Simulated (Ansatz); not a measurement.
Co6⁺, relaxed as a multiplicity 12 with UKS PBE-D4/def2-SVP in Ansatz, starting from the GFN1-xTB geometry. Force threshold 0.02 eV/Å.

The charge 1 multiplicity 12 is spin-contaminated (final ⟨S²⟩ up to 36.02, 35.75 for a pure state). An occupied level of the charge 1 multiplicity 12 lies above an empty one of the other spin, so a lower spin may lie lower. The relaxation made no stability test and no search for a lower SCF solution. No other spin state of charge 1 was run. The structure comes from a short search, and lower isomers may exist.

Start:

Cartesian coordinates in Å:
```
Co 0.874 -1.901 0.690
Co -0.849 1.584 0.085
Co -0.033 0.795 -2.053
Co 1.196 0.350 -0.048
Co -0.890 -0.752 -0.444
Co -0.298 -0.076 1.771
```

| step | energy (eV) | largest force component (eV/Å) | SCF passes |
| --- | --- | --- | --- |
| 1 | -225690.7897 | 1.873 | 355 |
| 2 | -225691.3566 | 1.085 | 89 |
| 3 | -225691.4733 | 0.883 | 61 |
| 4 (rejected) | -225691.4032 | 0.805 | 82 |
| 5 | -225691.5324 | 0.077 | 54 |
| 6 | -225691.5328 | 0.021 | 47 |
| 7 | -225691.5329 | 0.002 | 35 |

Force components are those of the run's own axes.

End:

Cartesian coordinates in Å:
```
Co 0.793 -1.767 0.735
Co -0.794 1.503 0.011
Co -0.074 0.822 -1.900
Co 1.179 0.325 -0.069
Co -0.856 -0.749 -0.454
Co -0.247 -0.134 1.676
```

By distances, no bond broke or formed. The bond that changes most is Co1–Co6, from 2.42 to 2.15 Å (atoms count from 1).

No frequencies were taken in this run, so the end may be a saddle point.

It took 82 s on 4 threads of Arm Neoverse V2 on a shared host.
